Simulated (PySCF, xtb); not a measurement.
C3H8OSi, SMILES O[C@H]1C[C@H]1[SiH3].

GFN2-xTB in xtb 6.7.1 at its own geometry gives an orbital gap of 5.97 eV and a dipole moment of 1.89 D.

Coordinates come from a r2SCAN-D4/def2-SVP optimisation. The structure was generated by enumeration; whether it is a known compound was not checked. Other conformers were not sampled.

What does PBE/def2-TZVP in PySCF give? (Estimate from the structure and the level; the computed values follow.)

gap 6.34 eV (levels -6.25 and 0.08 eV), dipole 2.26 D.
